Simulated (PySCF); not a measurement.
C₄H₇FSi, SMILES F[C@H]1C(=CC1)[SiH3]. Atoms are numbered in the order given.

```xyz
13

F     -0.9835     1.5230     0.9818
C     -0.9034     0.7591    -0.1661
C     -1.9544    -0.3806    -0.3006
C     -0.7451    -1.2792    -0.4328
C      0.1764    -0.3147    -0.1954
Si     2.0353    -0.2772    -0.0116
H     -0.8758     1.4507    -1.0258
H     -2.6571    -0.3243    -1.1497
H     -2.5236    -0.5185     0.6323
H     -0.6520    -2.3435    -0.6714
H      2.4177     0.0943     1.3781
H      2.6211     0.7307    -0.9394
H      2.5864    -1.6231    -0.3284
```

Coordinates come from a TPSSh-D3(BJ)/def2-SVP optimisation. The structure was generated by enumeration; whether it is a known compound was not checked.

Two levels are set side by side: PBE/pcSseg-1 (PySCF) and PBE0/pcSseg-1 (PySCF). GIAO shifts against CFCl3 (¹⁹F), TMS (²⁹Si), TMS (¹H), TMS (¹³C) at the same level; non-relativistic, no solvent, atoms listed together averaged. Differences are taken from unrounded values.

| quantity | PBE0 | PBE | PBE minus PBE0 |
|---|---|---|---|
| δ(¹⁹F) of F1 (ppm) | -189.6 | -203.8 | -14.2 |
| δ(¹³C) of C2 (ppm) | 93.6 | 97.5 | 3.9 |
| δ(¹³C) of C3 (ppm) | 47.4 | 49.5 | 2.1 |
| δ(¹³C) of C4 (ppm) | 167.6 | 164.3 | -3.3 |
| δ(¹³C) of C5 (ppm) | 158.8 | 157.3 | -1.5 |
| δ(²⁹Si) of Si6 (ppm) | -85.2 | -90.6 | -5.3 |
| δ(¹H) of H7 (ppm) | 5.53 | 5.69 | 0.16 |
| δ(¹H) of H8, H9 (ppm) | 3.28 | 3.31 | 0.02 |
| δ(¹H) of H10 (ppm) | 7.49 | 7.41 | -0.08 |

Rough cost on one machine, each run with all the roots and properties that it gave: PBE0 against PBE within a factor of 2.
